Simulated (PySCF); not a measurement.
# Two-component Hartree-Fock for Dy(64+) (dysprosium, charge +64)

Start: 1s2. Calculated with PySCF 2.14 in an even-tempered Gaussian basis (16 s from 21 bohr⁻², ratio 2.6; 12 p from 27 bohr⁻², ratio 2.6; 6 d from 28 bohr⁻², ratio 2.8; 3 f from 1200 bohr⁻², ratio 2.8): generalised Hartree-Fock with the X2C-1e Hamiltonian and a Gaussian nucleus; spin-orbit coupling (SO) screened by Boettger's factors.

```json
{"spinor shell": "1s1/2", "electrons": "2", "ε, screened SO (eV)": "-61874.4", "weight of nominal j (screened SO)": "1.000", "rms radius, screened SO (bohr)": "0.0238"}
```

| quantity | screened SO |
| --- | --- |
| E (hartree) | -4594.79187 |
| M_J | 0 |
| ⟨J²⟩ | 0.000 |
| ⟨L²⟩ | 0.000 |
| ⟨S²⟩ | 0.000 |

Breit and QED terms are absent; they matter most for the inner s and p1/2 levels.

Densities and radii are taken from the X2C orbitals without a picture-change correction, which distorts them close to the nucleus.
